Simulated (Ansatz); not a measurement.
System: C₆H₁₂, charge 0, multiplicity 1. 
Geometry from a B3LYP-D3(BJ)/def2-TZVP (Ansatz, an electronic-structure program) optimisation:
```xyz
18

C      2.7611    -0.2245    -0.0421
C      1.4339     0.0940    -0.7403
C      0.5363     0.9440     0.1078
C     -0.6451     0.6169     0.6274
C     -1.3936    -0.6722     0.4680
C     -2.7115    -0.4876    -0.2933
H      2.5900    -0.8024     0.8679
H      3.4212    -0.8000    -0.6940
H      3.2843     0.6915     0.2411
H      1.6457     0.6272    -1.6736
H      0.9373    -0.8349    -1.0236
H      0.9251     1.9351     0.3297
H     -1.1553     1.3679     1.2260
H     -1.6143    -1.0770     1.4618
H     -0.7802    -1.4188    -0.0380
H     -3.3498     0.2478     0.2014
H     -2.5248    -0.1337    -1.3088
H     -3.2660    -1.4260    -0.3546
```

Basis-set convergence of Hartree-Fock and CCSD correlation energies (hartree) with Ansatz. Correlated levels leave the core frozen unless marked. Spin-orbit coupling is left out. No relativistic terms.

```json
[
 {"basis": "cc-pVDZ", "functions": "144", "E(HF)": "-234.19491", "E(corr, CCSD)": "-0.92726"},
 {"basis": "cc-pVTZ", "functions": "348", "E(HF)": "-234.25991", "E(corr, CCSD)": "-1.09702"},
 {"basis": "cc-pVQZ", "functions": "690", "E(HF)": "-234.27481", "E(corr, CCSD)": "-1.14756"}
]
```

Extrapolating the two largest sets (X = 3 and 4) as X^-3: E(corr) = (64·(-1.14756) - 27·(-1.09702))/37 = -1.1844 Eh, an estimate of the basis-set limit. The largest set recovers 96.9 % of it, the smallest 78.3 %.
